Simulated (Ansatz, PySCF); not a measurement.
Molecule: C₃H₄N (charge -1, singlet). It need not be the lowest isomer of its formula. Whether it binds its extra electron was not tested at this geometry. 
Coordinates optimised at B3LYP-D3(BJ)/def2-TZVP (Ansatz, a program for electronic structure):
SMILES: [C-]#[N+][CH-]C
```xyz
8

C     -1.5321     0.2026    -0.1431
C     -0.2843    -0.6030    -0.4348
N      0.8479    -0.0527     0.1394
C      1.7907     0.3822     0.6953
H     -1.4956     1.2774    -0.4385
H     -1.7749     0.1967     0.9275
H     -2.3889    -0.2406    -0.6636
H     -0.1219    -0.7548    -1.5056
```
Charge -1, spin multiplicity 1.

Total electronic energies in hartree. Valence correlation only, unless marked. No spin-orbit coupling. Non-relativistic. CBS marks a two-point X^-3 extrapolation of the correlation energy; Hartree-Fock from the larger set. The bracket is a focal-point correction in the basis named.

| level | program | energy (Eh) |
|---|---|---|
| HF/STO-3G | Ansatz | -168.01406 |
| RI-HF/cc-pVQZ | Ansatz | -170.35349 |
| r2SCAN-D4/def2-TZVPD | Ansatz + dftd4 | -171.36825 |
| PBE0/def2-SVP | Ansatz | -171.06016 |
| PBE0-D4/def2-TZVPD | Ansatz + dftd4 | -171.26391 |
| TPSSh-D3(BJ)/def2-TZVPD | PySCF + dftd3 | -171.48715 |
| CAM-B3LYP-D3(BJ)/def2-TZVPD | Ansatz + dftd3 | -171.38439 |
| CAM-B3LYP/def2-TZVPD | PySCF | -171.38078 |
| wB97M-V/def2-TZVPD | Ansatz | -171.39895 |
| B2GP-PLYP-D3(BJ)/def2-TZVPD | Ansatz + dftd3 | -171.28717 |
| B2PLYP-D4/def2-TZVPD | Ansatz + dftd4 | -171.32609 |
| MP2/cc-pVTZ | Ansatz | -171.03891 |
| RI-MP2/aug-cc-pVTZ | Ansatz | -171.06083 |
| SCS-MP2/6-31G* | Ansatz | -170.79852 |
| RI-MP2/CBS(aug-cc-pVTZ,aug-cc-pVQZ)+[CCSD(T)-MP2]/aug-cc-pVTZ | Ansatz | -171.1907 |

Totals of different functionals don't rank their quality; only differences between species are comparable.
